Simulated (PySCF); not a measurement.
## Os+: interval between two levels

Os+ [Xe] 4f14 5d6 6s1 [6D9/2, M_J = 9/2] → Os+ [Xe] 4f14 5d7 [4F9/2, M_J = 9/2], as a difference of total energies. Computed with PySCF 2.14 in x2c-SVPall-2c with one added diffuse shell each of s, d type (8s9p10d2f, 99 functions), with the two-component X2C-1e Hamiltonian. "Screened" scales the spin-orbit matrix elements by Boettger's factors to mimic the two-electron term; Breit and QED terms are absent.

| method | interval between two levels (cm⁻¹) |
| --- | --- |
| GHF (spin-free) | 13872 |
| GHF (screened spin-orbit) | 13206 |

The labels give the starting determinants; with spin-orbit coupling the two ends relaxed to ⟨J²⟩ = 24.77, ⟨L²⟩ = 6.66, ⟨S²⟩ = 8.43 and ⟨J²⟩ = 24.81, ⟨L²⟩ = 12.71, ⟨S²⟩ = 3.73.
